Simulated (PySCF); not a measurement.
NiO, neutral, multiplicity 3. Atoms are numbered in the order given.

```xyz
2

Ni     0.0000     0.0000    -0.3588
O      0.0000     0.0000     1.2559
```
Charge 0, spin multiplicity 3.

Geometry: PBE0-D3(BJ)/def2-TZVPD. The multiplicity is an assumed one; other spin states were not compared.

These are r2SCAN/def2-TZVPD (PySCF) values and carry that method's errors.

The molecule is in vacuum.

Computed frontier levels, dipole moment and polarisability:
```json
{
  "α spin, highest occupied and lowest empty level": "-6.08 and -3.61 eV",
  "β spin, highest occupied and lowest empty level": "-5.68 and -4.11 eV",
  "dipole_moment": "4.32 D",
  "mean_static_polarisability": "40.1 bohr³ (5.94 Å³)",
  "polarisability_principal_values": "37.5, 37.5, 45.1 bohr³",
  "⟨S²⟩": "2.019 (pure state 2.00)"
}
```
